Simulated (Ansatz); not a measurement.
`[Cl][Cd][Br]` + H₂O → `[OH][Cd][Cl]` + HBr at 500 K and 1 bar (formal hydrolysis of a Cd–Br bond).

Gas-phase electronic energies from Ansatz, PBE0-D4/def2-TZVP geometries. CCSD(T)/CBS is the MP2 limit (def2-TZVPP, def2-QZVPP) plus CCSD(T) − MP2 in def2-TZVPP, frozen cores. This one scheme is used for every species. Elements past krypton have def2 core potentials. For Br, Cd outer-core shells are correlated without core-valence functions, which leaves a few kJ/mol of doubt a bond. Scalar relativity is left out up to krypton. One conformer a species, not always the lowest.

| species | CCSD(T)/CBS energy (Eh) | H − E (kJ/mol) | S (J/(mol·K)) |
| --- | --- | --- | --- |
| `[Cl][Cd][Br]` | -3200.91128 | 31.8 | 334.9 |
| H₂O | -76.37941 | 73.2 | 206.3 |
| `[OH][Cd][Cl]` | -703.31715 | 63.9 | 333.1 |
| HBr | -2573.91920 | 30.5 | 213.7 |

H − E and S are ideal-gas, rigid-rotor, harmonic terms from PBE0-D4/def2-TZVP, for one conformer and one mirror image of each species. 1 Eh = 2625.50 kJ/mol, R = 8.31446 J/(mol·K).

Q: By hand: ΔE, ΔH, ΔS and ΔG.

A: ΔE = (-703.31715) + (-2573.91920) − (-3200.91128) − (-76.37941) = 0.05434 Eh = 142.7 kJ/mol. Δ(H − E) = 63.9 + 30.5 − 31.8 − 73.2 = -10.6, so ΔH = 132.1 kJ/mol. ΔS = 333.1 + 213.7 − 334.9 − 206.3 = 5.6 J/(mol·K). ΔG = 132.1 − 500 × (5.6)/1000 = 129.3 kJ/mol.

Q: By hand: the equilibrium constant, and the temperature at which ΔG would vanish if ΔH and ΔS stayed fixed.

A: log₁₀ K = −ΔG/(RT ln 10) = -13.5. ΔG = 0 at ΔH/ΔS = 23589 K, far beyond where these terms or the molecules hold.

The number of gas molecules stays the same, so ΔS is small and ΔH decides. A doubt of 5 kJ/mol in ΔE shifts log₁₀ K by 0.5 here. Other conformers and mirror images would add mixing entropy, several J/(mol·K) or more a flexible species. These are equilibria of isolated gas molecules and say nothing of rates. Largest T1 diagnostic: 0.015 (customary marks: 0.02 for closed shells, 0.045 for open ones).
